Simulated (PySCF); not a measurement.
## Excitation energy of Ag⁺ by level of theory

Ag⁺ [Kr] 4d10 (1S) → Ag⁺ [Kr] 4d9 5s1 (3D), as a difference of total energies. All numbers are calculated (PySCF 2.14, the spin-free X2C one-electron Hamiltonian (Gaussian nucleus), in ANO-RCC-VTZP (7s6p4d2f1g, 68 functions)). Correlated levels: valence: [Kr] frozen; valence and next inner shell: [Ar] 3d10 frozen. The calculations carry no spin-orbit coupling.

```csv
method,excitation energy (eV)
UHF,4.481
LDA,5.093
PBE,4.971
PBE0,5.031
r2SCAN,4.952
MN15,5.249
wB97X,5.418
BLYP,4.835
MP2 (valence),5.366
SCS-MP2 (valence),5.356
MP2 (valence and next inner shell),5.315
SCS-MP2 (valence and next inner shell),5.267
```

Errors of the correlated levels include the incompleteness of this basis and the frozen core.

The basis was made for the ground configuration and has no added diffuse functions, so the excitation energy can come out too high.

Q: Which method comes closest to the reference value, and which is furthest?

A: The reference is 5.035 eV (measured; NIST levels, between the centres of gravity of the two terms). Closest: PBE0 (error -0.004 eV); furthest: UHF (error -0.554 eV).
